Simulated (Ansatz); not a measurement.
Total energies of AlCl2I (AlICl2) from Ansatz at PBE-D4/def2-TZVP, gas phase (1 Eh = 27.2114 eV = 2625.5 kJ/mol). The reference geometry is relaxed at PBE0-D4/def2-SVP.

| state | geometry | energy (Eh) |
| --- | --- | --- |
| charge 0 singlet | reference | -1460.25891 |
| charge 1 doublet | reference | -1459.89328 |
| charge 1 doublet | relaxed at PBE0-D4/def2-SVP | -1459.89731 |
| free Al atom (doublet) | – | -242.22759 |
| free Cl atom (doublet) | – | -459.95840 |
| free I atom (doublet) | – | -297.66548 |

In the def2 sets I takes a core potential; there is no spin–orbit coupling.

Problem. Work out the vertical ionisation energy to the doublet.

Solution. E(charge 1 doublet) − E(charge 0 singlet) = -1459.89328 − (-1460.25891) = 0.36563 Eh = 9.95 eV. For comparison, −ε of the highest occupied level is 7.06 eV at this level, 2.89 eV less.

Problem. How much does the charge 1 doublet relax, and what is the adiabatic ionisation energy?

Solution. Relaxation: -1459.89328 − (-1459.89731) = 0.00403 Eh = 0.11 eV. Adiabatic ionisation energy: 0.36160 Eh = 9.84 eV, without zero-point energy. 

Problem. What is the binding energy per atom against free atoms?

Solution. Atoms: 1 × (-242.22759) + 2 × (-459.95840) + 1 × (-297.66548) = -1459.80987 Eh. Binding: -1459.80987 − (-1460.25891) = 0.44904 Eh = 12.22 eV, or 3.05 eV for each of 4 atoms (no zero-point energy, no counterpoise term).
